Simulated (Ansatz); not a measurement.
C2H6MgSe, SMILES C[CH2][Mg][SeH]. Atoms are numbered in the order given.

```xyz
10

Mg     0.0958    -0.2414     0.1349
C     -0.5369    -1.9888    -0.8575
C     -1.4140    -1.7717    -2.1026
H     -1.0744    -2.6191    -0.1245
H      0.3644    -2.5694    -1.1295
H     -0.8963    -1.1823    -2.8791
H     -2.3473    -1.2320    -1.8657
H     -1.7144    -2.7233    -2.5794
Se     0.8089     1.8158     1.2607
H      1.5622     1.0020     2.2399
```

Coordinates come from a B3LYP-D3(BJ)/def2-SVP optimisation. The structure was generated by enumeration; whether it is a known compound was not checked. Other conformers were not sampled.

Two levels are set side by side: PBE-D3(BJ)/def2-SVP (Ansatz, a first-principles code) and B3LYP-D3(BJ)/def2-SVP (Ansatz). Each level has its own optimised geometry; the coordinates shown are those of the second. Differences are taken from unrounded values.

```tsv
quantity	B3LYP-D3(BJ)	PBE-D3(BJ)	PBE-D3(BJ) minus B3LYP-D3(BJ)
mean bond length (Å)	1.456	1.463	0.007
bond Mg1–C2 (Å)	2.107	2.117	0.011
bond Mg1–Se9 (Å)	2.451	2.462	0.011
bond C2–C3 (Å)	1.538	1.538	0.000
bond C2–H4 (Å)	1.106	1.114	0.007
bond C2–H5 (Å)	1.106	1.114	0.007
bond C3–H6 (Å)	1.104	1.111	0.007
bond C3–H7 (Å)	1.104	1.111	0.007
bond C3–H8 (Å)	1.106	1.114	0.008
bond Se9–H10 (Å)	1.479	1.489	0.009
```

Exact exchange shortens and stiffens bonds; PBE has none. Differences between two approximate levels are no errors against the true value.
